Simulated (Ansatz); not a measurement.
`BC1=CC1F` + H₂ → `FC1C=C1` + BH₃ at 298.15 K and 1 bar (hydrogenolysis of a C–B bond).

Program: Ansatz. Geometries: PBE0-D4/def2-TZVP. ΔE: electronic, gas phase. CCSD(T)/CBS adds triple-zeta CCSD(T) − MP2 to the extrapolated MP2 energy (def2 sets, frozen cores). This one scheme is used for every species.

```json
{"species": "`BC1=CC1F`", "CCSD(T)/CBS energy (Eh)": "-241.03882", "H − E (kJ/mol)": "174.0", "S (J/(mol·K))": "307.7"}
{"species": "H₂", "CCSD(T)/CBS energy (Eh)": "-1.17544", "H − E (kJ/mol)": "35.1", "S (J/(mol·K))": "130.4"}
{"species": "`FC1C=C1`", "CCSD(T)/CBS energy (Eh)": "-215.65206", "H − E (kJ/mol)": "141.3", "S (J/(mol·K))": "267.3"}
{"species": "BH₃", "CCSD(T)/CBS energy (Eh)": "-26.55200", "H − E (kJ/mol)": "78.7", "S (J/(mol·K))": "188.3"}
```

H − E and S are ideal-gas, rigid-rotor, harmonic terms from PBE0-D4/def2-TZVP, for one conformer and one mirror image of each species. The MP2-based limit puts H₂ 0.8 mEh under its directly extrapolated value; such offsets cancel only in part. 1 Eh = 2625.50 kJ/mol, R = 8.31446 J/(mol·K).

By hand: ΔE, ΔH, ΔS and ΔG.

ΔE = (-215.65206) + (-26.55200) − (-241.03882) − (-1.17544) = 0.01020 Eh = 26.8 kJ/mol. Δ(H − E) = 141.3 + 78.7 − 174.0 − 35.1 = 10.9, so ΔH = 37.7 kJ/mol. ΔS = 267.3 + 188.3 − 307.7 − 130.4 = 17.5 J/(mol·K). ΔG = 37.7 − 298.15 × (17.5)/1000 = 32.5 kJ/mol.

By hand: the equilibrium constant, and the temperature at which ΔG would vanish if ΔH and ΔS stayed fixed.

log₁₀ K = −ΔG/(RT ln 10) = -5.7. ΔG = 0 at ΔH/ΔS = 2154 K, though so small a ΔS makes that figure unsure.

ΔH outweighs TΔS. A doubt of 5 kJ/mol in ΔE shifts log₁₀ K by 0.9 here. Other conformers and mirror images would add mixing entropy, several J/(mol·K) or more a flexible species. These are equilibria of isolated gas molecules and say nothing of rates. Largest T1 diagnostic: 0.013 (customary marks: 0.02 for closed shells, 0.045 for open ones).
